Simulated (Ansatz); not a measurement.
```xyz
12

C     1.0253    0.0000    0.0000
C     0.0000    1.0253    0.0000
C    -1.0253    0.0000    0.0000
C     0.0000   -1.0253    0.0000
C     2.4553    0.0000    0.0000
N     3.6153    0.0000    0.0000
C     0.0000    2.4553    0.0000
N     0.0000    3.6153    0.0000
C    -2.4553    0.0000    0.0000
N    -3.6153    0.0000    0.0000
C     0.0000   -2.4553    0.0000
N     0.0000   -3.6153    0.0000
```

Basis set: def2-TZVP (spherical functions). Charge 0, multiplicity 1.

Computed with Ansatz (development build ahead of 0.2.0); each method stands on the lowest determinant of its kind that the runs found. Restricted functionals stand beside restricted open-shell atoms, which can lie above the unrestricted atoms usual in DFT and then raise those values.

The atomization energy at this shape (free ground-state atoms in the same class of orbitals less the molecule, no zero-point energy) of singlet C8N4:

| method | atomization energy |
| --- | --- |
| ωB97X (unrestricted) | 6694.4 kJ/mol |
| PBE0 (restricted) | 6795.0 kJ/mol |
| RHF | 4171.2 kJ/mol |

Q: What does PBE0 (unrestricted) give?

A: 6836.3 kJ/mol. Caution for ωB97X (unrestricted), PBE0 (unrestricted): the unrestricted determinant is a mixture of spin states. Caution for PBE0 (restricted): an unrestricted determinant lies well below. Caution for RHF: in another basis set an unrestricted determinant lies well below.

The shape needn't be a minimum at these levels.
